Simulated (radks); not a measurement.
Question: The sulfur ion S2+, 14 electrons, occupied as [Ne] 3s2 3p1.5 4s0.5 (fractional occupations, a model configuration). Calculated with a radial shooting solver on a logarithmic mesh with Libxc functionals: Dirac Kohn-Sham, B86b exchange with PBE correlation, spin-unpolarised, spherical densities, finite nucleus; open shells are shared between the two j in proportion to 2j + 1; Fermi nuclear charge, rms radius 3.2611 fm. Some entries of the table are withheld. Estimate them.

orbital,occ.,eigenvalue (eV),<r> (bohr)
1s1/2,2,(1),(2)
2s1/2,2,-241.2826,0.4781
2p1/2,2,(3),(4)
2p3/2,4,(5),(6)
3s1/2,2,-42.0202,1.555
3p1/2,0.5,-30.4695,1.724
3p3/2,1,-30.3471,1.730
3d3/2,0,-15.0246,2.269
3d5/2,0,-15.0190,2.270
4s1/2,0.5,-13.0240,3.893
4p1/2,0,(7),4.462
4p3/2,0,(8),4.471

Answer: 
(1) 1s1/2 eigenvalue (eV): -2437.174
(2) 1s1/2 <r> (bohr): 0.09685
(3) 2p1/2 eigenvalue (eV): -187.0170
(4) 2p1/2 <r> (bohr): 0.4398
(5) 2p3/2 eigenvalue (eV): -185.7478
(6) 2p3/2 <r> (bohr): 0.4421
(7) 4p1/2 eigenvalue (eV): -10.2114
(8) 4p3/2 eigenvalue (eV): -10.1880
